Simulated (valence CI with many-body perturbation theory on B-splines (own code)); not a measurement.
**La⁵¹⁺: electric-dipole lines**

Computed by valence CI with perturbative core correlation (CI+MBPT): four valence electrons over a frozen Dirac-Fock core [He], a basis of 11 s, 11 p, 9 d, 7 f, 5 g, 2 h, 1 i functions for each j, with the one-electron correlation potential Σ1 (screened to all orders), the two-electron term Σ2, the three-electron term Σ3, Breit, model QED; selected single and double excitations, second order for the rest (own B-spline code, finite nucleus).

The last digits are not significant, and no measured levels were compared; by estimate large intervals hold to a few tenths of a per cent, small ones and those within an open d or f shell to about a per cent. Among the levels kept, up to 270 cm⁻¹ of a level comes from second order outside the variational space, and about a tenth of that is noise between levels of different J, which matters for small intervals.

Lines 151 to 200 of 281 in falling wavelength, among levels below 6665.4 eV, chosen from the strongest by gf and those to the six lowest levels. Wavelengths and rates use the calculated energies. Electric multipoles are in the length gauge, E1 and E2 with the static RPA response of the core. Weak lines are less certain than strong ones. Lines between different terms over intervals too small for the method are left out, as are lines whose strength nearly cancels. The highest levels of a list are the least certain.

Levels are named by their leading jj configuration (3d3/2^4 stands for four electrons in 3d with j = 3/2), which in mixed levels can hold well under half, so a name can repeat and another be missing. Letters in brackets count levels of one name in rising energy.

```
λ vac (Å)                           Upper                       Lower   A (s⁻¹)  S (a.u.) with core polarisation  S without
    2.247  (2s 2p1/2 2p3/2 3d5/2) J=3 [a]      (2s 2p1/2 2p3/2^2) J=3  2.90e+13                         1.14e-03   1.14e-03
    2.245          (2s^2 2p1/2 3d3/2) J=2      (2s^2 2p1/2 2p3/2) J=1  8.30e+12                         2.32e-04   2.32e-04
    2.243          (2s^2 2p3/2 3d3/2) J=2          (2s^2 2p3/2^2) J=2  1.61e+13                         4.49e-04   4.50e-04
    2.242          (2s^2 2p1/2 3d3/2) J=1      (2s^2 2p1/2 2p3/2) J=2  1.23e+13                         2.05e-04   2.05e-04
    2.241          (2s^2 2p3/2 3p1/2) J=2      (2s 2p1/2^2 2p3/2) J=1  9.99e+11                         2.77e-05   2.77e-05
    2.240          (2s^2 2p3/2 3d3/2) J=1          (2s^2 2p3/2^2) J=2  7.22e+13                         1.20e-03   1.20e-03
    2.240  (2s 2p1/2 2p3/2 3d3/2) J=2 [c]      (2s 2p1/2 2p3/2^2) J=3  7.25e+13                         2.01e-03   2.01e-03
    2.239  (2s 2p1/2 2p3/2 3d3/2) J=3 [b]  (2s 2p1/2 2p3/2^2) J=2 [a]  3.97e+13                         1.54e-03   1.54e-03
    2.237  (2s 2p1/2 2p3/2 3d5/2) J=3 [b]      (2s 2p1/2 2p3/2^2) J=3  2.33e+14                         9.02e-03   9.03e-03
    2.237          (2s^2 2p3/2 3d5/2) J=1          (2s^2 2p3/2^2) J=0  5.27e+14                         8.73e-03   8.74e-03
    2.236  (2s 2p1/2 2p3/2 3d5/2) J=2 [a]  (2s 2p1/2 2p3/2^2) J=2 [a]  2.94e+14                         8.11e-03   8.12e-03
    2.235          (2s^2 2p1/2 3d3/2) J=1      (2s^2 2p1/2 2p3/2) J=1  7.83e+13                         1.29e-03   1.30e-03
    2.235  (2s 2p1/2 2p3/2 3p1/2) J=2 [c]          (2s^2 2p3/2^2) J=2  9.06e+11                         2.49e-05   2.49e-05
    2.235  (2s 2p1/2 2p3/2 3d3/2) J=3 [c]      (2s 2p1/2 2p3/2^2) J=3  1.42e+14                         5.47e-03   5.48e-03
    2.235          (2s 2p1/2^2 3d5/2) J=3      (2s 2p1/2^2 2p3/2) J=2  4.81e+14                         1.85e-02   1.85e-02
    2.235  (2s 2p1/2 2p3/2 3p1/2) J=1 [b]          (2s^2 2p3/2^2) J=2  2.84e+13                         4.69e-04   4.70e-04
    2.234  (2s 2p1/2 2p3/2 3d5/2) J=4 [b]      (2s 2p1/2 2p3/2^2) J=3  6.47e+14                         3.20e-02   3.21e-02
    2.232          (2s^2 2p1/2 3d5/2) J=2      (2s^2 2p1/2 2p3/2) J=2  5.63e+13                         1.54e-03   1.55e-03
    2.232  (2s 2p1/2 2p3/2 3d5/2) J=3 [a]  (2s 2p1/2 2p3/2^2) J=2 [a]  6.08e+14                         2.34e-02   2.34e-02
    2.231          (2s^2 2p1/2 3d5/2) J=3      (2s^2 2p1/2 2p3/2) J=2  4.84e+14                         1.86e-02   1.86e-02
    2.230  (2s 2p1/2 2p3/2 3d5/2) J=1 [a]  (2s 2p1/2 2p3/2^2) J=2 [a]  5.87e+13                         9.65e-04   9.65e-04
    2.229          (2s 2p1/2^2 3d5/2) J=2      (2s 2p1/2^2 2p3/2) J=2  2.40e+13                         6.56e-04   6.57e-04
    2.228          (2s^2 2p3/2 3d5/2) J=2          (2s^2 2p3/2^2) J=2  4.06e+14                         1.11e-02   1.11e-02
    2.226          (2s^2 2p1/2 3d5/2) J=2      (2s^2 2p1/2 2p3/2) J=1  4.66e+14                         1.27e-02   1.27e-02
    2.225  (2s 2p1/2 2p3/2 3d3/2) J=2 [c]  (2s 2p1/2 2p3/2^2) J=2 [a]  3.42e+13                         9.29e-04   9.30e-04
    2.223          (2s^2 2p3/2 3d5/2) J=3          (2s^2 2p3/2^2) J=2  8.41e+14                         3.19e-02   3.19e-02
    2.222  (2s 2p1/2 2p3/2 3d5/2) J=3 [b]  (2s 2p1/2 2p3/2^2) J=2 [a]  7.42e+13                         2.81e-03   2.82e-03
    2.220          (2s^2 2p3/2 3d5/2) J=1          (2s^2 2p3/2^2) J=2  4.04e+13                         6.54e-04   6.55e-04
    2.219  (2s 2p1/2 2p3/2 3d5/2) J=4 [c]      (2s 2p1/2 2p3/2^2) J=3  1.60e+14                         7.76e-03   7.77e-03
    2.218  (2s 2p1/2 2p3/2 3p3/2) J=3 [a]          (2s^2 2p3/2^2) J=2  3.22e+13                         1.21e-03   1.21e-03
    2.211  (2s 2p1/2 2p3/2 3p3/2) J=2 [a]          (2s^2 2p3/2^2) J=2  2.22e+12                         5.93e-05   5.93e-05
    2.206  (2s 2p1/2 2p3/2 3d5/2) J=3 [c]  (2s 2p1/2 2p3/2^2) J=2 [a]  1.25e+14                         4.63e-03   4.63e-03
    2.203  (2s 2p1/2 2p3/2 3p3/2) J=2 [b]          (2s^2 2p3/2^2) J=2  1.87e+12                         4.94e-05   4.94e-05
    2.200     (2s 2p1/2 2p3/2 3s) J=2 [b]      (2s 2p1/2^2 2p3/2) J=1  2.59e+12                         6.81e-05   6.80e-05
    2.198  (2s 2p1/2 2p3/2 3p3/2) J=3 [b]          (2s^2 2p3/2^2) J=2  4.28e+12                         1.57e-04   1.57e-04
    2.195     (2s 2p1/2 2p3/2 3s) J=2 [a]      (2s 2p1/2^2 2p3/2) J=2  1.35e+13                         3.52e-04   3.51e-04
    2.192          (2s 2p1/2^2 3p3/2) J=2      (2s^2 2p1/2 2p3/2) J=1  8.48e+12                         2.20e-04   2.20e-04
    2.187         (2s 2p1/2 2p3/2 3s) J=0      (2s 2p1/2^2 2p3/2) J=1  1.12e+13                         5.77e-05   5.75e-05
    2.186     (2s 2p1/2 2p3/2 3s) J=1 [a]      (2s 2p1/2^2 2p3/2) J=2  1.19e+13                         1.84e-04   1.83e-04
    2.183     (2s 2p1/2 2p3/2 3s) J=1 [b]      (2s 2p1/2^2 2p3/2) J=1  5.11e+12                         7.88e-05   7.86e-05
    2.183         (2s 2p1/2 2p3/2 3s) J=3      (2s 2p1/2^2 2p3/2) J=2  1.25e+13                         4.48e-04   4.47e-04
    2.182  (2s 2p1/2 2p3/2 3p3/2) J=3 [c]          (2s^2 2p3/2^2) J=2  4.22e+12                         1.51e-04   1.52e-04
    2.182     (2s 2p1/2 2p3/2 3s) J=1 [c]      (2s 2p1/2^2 2p3/2) J=1  1.82e+13                         2.80e-04   2.80e-04
    2.180     (2s 2p1/2 2p3/2 3s) J=2 [c]      (2s 2p1/2^2 2p3/2) J=1  1.30e+13                         3.33e-04   3.32e-04
    2.175     (2s 2p1/2 2p3/2 3s) J=2 [b]      (2s 2p1/2^2 2p3/2) J=2  5.07e+12                         1.29e-04   1.28e-04
    2.175          (2s^2 2p3/2 3p3/2) J=0      (2s 2p1/2^2 2p3/2) J=1  1.13e+13                         5.72e-05   5.71e-05
    2.175             (2s^2 2p1/2 3s) J=1          (2s^2 2p1/2^2) J=0  1.93e+13                         2.94e-04   2.93e-04
    2.172             (2s^2 2p3/2 3s) J=2      (2s^2 2p1/2 2p3/2) J=2  1.09e+13                         2.76e-04   2.75e-04
    2.170             (2s^2 2p3/2 3s) J=1      (2s^2 2p1/2 2p3/2) J=2  1.71e+13                         2.59e-04   2.58e-04
    2.168          (2s^2 2p3/2 3p3/2) J=3      (2s 2p1/2^2 2p3/2) J=2  5.12e+12                         1.80e-04   1.80e-04
```
